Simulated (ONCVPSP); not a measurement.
**Varying the ONCV potential for fluorine**

Base potential:

fluorine (F), optimised norm-conserving Vanderbilt (ONCV), made with ONCVPSP 4.0.1 (PBE, scalar-relativistic). Core [He], reference 2s1 2p6. Waves: 2s: rc 0.75 bohr, ncon 5, nbas 9, qcut 7.6 1/bohr, local; 2p: rc 1.35 bohr, ncon 4, nbas 8, qcut 12 1/bohr, 1 projector. Local part: the s channel. Core correction: Teter function, fcfact 2, rcfact 1.35.

Cutoffs, loose and tight: the cutoffs (Ha) at which the residual kinetic energy of the hardest occupied pseudo-wave falls to 1 and 0.1 mHa per electron. They do not see the model core or the augmentation charge, which bear on the density cutoff. Test errors are all-electron minus pseudo excitation energies from the reference, over the configurations 2s2 2p5; 2s2 2p4; 2s2 2p3; 2s1 2p5. A dash means not determined; rows that change the core or the reference have their own tests.

```tsv
change	outcome	cutoff, loose	cutoff, tight	bound ghosts	GHOST(+) flags above zero	largest test error (meV)
base	generated	298 Ha	385 Ha	none	none	+283
all radii but the core radius scaled by about 0.85 (s 0.64, p 1.14 bohr)	generated	197 Ha	448 Ha	none	none	+165
all radii but the core radius scaled by about 1.14 (s 0.86, p 1.54 bohr)	generated	219 Ha	293 Ha	none	none	+430
all radii but the core radius scaled by about 1.20 (s 0.90, p 1.62 bohr)	generated	188 Ha	268 Ha	none	none	+531
all radii but the core radius scaled by about 1.26 (s 0.94, p 1.70 bohr)	generated	124 Ha	241 Ha	none	none	+590
all radii but the core radius scaled by about 1.30 (s 0.98, p 1.76 bohr)	generated	99 Ha	217 Ha	none	none	+555
```

Problem. What comes out with this change to the base: all radii but the core radius scaled by about 0.77 (s 0.58, p 1.04 bohr)?

Solution. outcome: generated; cutoff, loose: 186 Ha; cutoff, tight: 586 Ha; bound ghosts: none; GHOST(+) flags above zero: none; largest test error (meV): +127.

Problem. What comes out with this change to the base: all radii but the core radius scaled by about 1.05 (s 0.78, p 1.42 bohr)?

Solution. outcome: generated; cutoff, loose: 280 Ha; cutoff, tight: 361 Ha; bound ghosts: none; GHOST(+) flags above zero: none; largest test error (meV): +332.

Problem. What comes out with this change to the base: all radii but the core radius scaled by about 0.90 (s 0.68, p 1.22 bohr)?

Solution. outcome: generated; cutoff, loose: 300 Ha; cutoff, tight: 445 Ha; bound ghosts: none; GHOST(+) flags above zero: none; largest test error (meV): +204.

Reading the sweep of the scale of all radii but the core radius (base = 1) (base included, trends over the rows without a ghost): The loose cutoff is not monotonic: lowest 99 Ha at 1.3, highest 300 Ha at 0.9. The median size of the test errors (rows with all tests solved) is not monotonic: lowest 28.6 meV at 0.77, highest 82.7 meV at 1.26.
